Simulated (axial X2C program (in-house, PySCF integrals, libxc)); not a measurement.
Values are calculated unless marked as measured or tabulated.
# SeBr: input and output

Program: an axial X2C code built on PySCF integrals.

The run was started with this input:
```json
{"zs": [35, 34], "q": 0, "bas": ["dyall-cv3z", "dyall-cv3z"], "levels": ["PBE0", "HF", "PBE"], "cc": true, "r0": 2.3, "thr": -2.0, "nmax": 90, "npts": 10, "nst": 2, "ntry": 6}
```
```bash
python so2c.py task.json out
```

Keys: zs atomic numbers; q charge; bas basis sets; levels methods; cc coupled cluster on or off; r0 starting distance in Å; thr threshold in hartree for freezing inner shells (an s shell follows its p shell); nmax most natural virtual spinors; npts points on the curve; nst determinants followed; ntry starts of the search. HF also brings MP2.

Output of the HF step, spin-free, at R = 2.269 Å for the state M_S = 1/2, Λ = 1. It starts from PBE0 orbitals of this distance.

```
spin-free X2C-1e  HF
basis functions 204  fitting functions 1165  grid points 5798
iter        total energy     max residual
   1      -5032.645470941     2.04e-01
   2      -5032.676601747     8.19e-03
   3      -5032.678076563     7.10e-03
   4      -5032.678425005     4.16e-03
   5      -5032.678607859     2.72e-03
   6      -5032.678705154     1.10e-03
   7      -5032.678724443     3.38e-04
   8      -5032.678727921     1.06e-04
   9      -5032.678728268     6.45e-05
  10      -5032.678728413     4.99e-05
  11      -5032.678728552     3.06e-05
  12      -5032.678728633     1.25e-05
  13      -5032.678728644     2.15e-06
  14      -5032.678728645     6.63e-07
converged
one-electron -7556.80601624  Coulomb 2424.70562802  exact exchange -178.11068111  xc functional 0.00000000  nuclear repulsion 277.53234068
correlated 13  virtual 227  natural virtual 90  E(MP2) -0.296232120  MP2 remainder -0.011032803
iter   CCSD correlation   residual
   1     -0.305502058   1.11e-01
   2     -0.313392830   4.02e-02
   3     -0.314668644   1.72e-02
   4     -0.314767054   8.80e-03
   5     -0.314887060   4.37e-03
   6     -0.314901479   1.76e-03
   7     -0.314908166   5.22e-04
   8     -0.314909706   1.50e-04
   9     -0.314908460   4.84e-05
  10     -0.314908865   1.74e-05
  11     -0.314908864   5.74e-06
(T) -0.013358152  T1 0.0254  D1 0.0815  max T2 0.100
```
Energies are in hartree; totals compare only within one Hamiltonian and basis. T1 in the output is the amplitude norm over the root of the electron number; divide by √2 for the Lee–Taylor value. The determinant is spin-polarised beyond a pure state at some levels (its spin-free form has ⟨S²⟩ too high), which makes Re and μ there less reliable.
